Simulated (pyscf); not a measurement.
Optimised with ωB97X-D3(BJ)/def2-SVP in PySCF. MP2 and CC: frozen core, UHF for open shells. ΔMP2 is the change of the MP2 total energy from the triple- to the quadruple-zeta basis. Singlets are restricted, triplets unrestricted.

Singlet (Å):
```xyz
3

C      0.6213     0.0011    -0.2455
F      0.1511    -0.3776    -1.3977
H      0.1870     1.0415    -0.1369
```

Triplet (Å):
```xyz
3

C      0.7696    -0.1661    -0.1788
F      1.6671     0.7717    -0.3349
H      0.4905    -0.5412     0.8193
```

Task: For these two minima of :HC–F, which spin state lies lower at CCSD(T)/def2-TZVPP + ΔMP2(QZVPP), and by how much (electronic energies)?

Result: The singlet, by 0.65 eV. Zero-point energy shifts E(triplet) − E(singlet) by 0.00 eV. 

E(triplet) − E(singlet) by level (eV):

```csv
level,gap
ωB97X-D3(BJ)/def2-TZVP,+0.63
PBE/def2-TZVP,+0.41
r²SCAN/def2-TZVP,+0.13
B3LYP-D3(BJ)/def2-TZVP,+0.51
PBE0-D3(BJ)/def2-TZVP,+0.31
M06-2X/def2-TZVP,+0.50
ωB97M-D3(BJ)/def2-TZVP,+0.72
HF/def2-TZVP,-0.28
MP2/def2-QZVPP,+0.50
CCSD/def2-TZVPP,+0.55
CCSD(T)/def2-TZVPP,+0.62
CCSD(T)/def2-TZVPP + ΔMP2(QZVPP),+0.65
```

The triplet is the lowest one reached from the SCF start used. A restricted singlet here is unstable towards spin polarisation, as is usual where a triplet lies low; its energy is less safe. The CCSD(T) − MP2 part came from Ansatz, without density fitting, on the same reference.
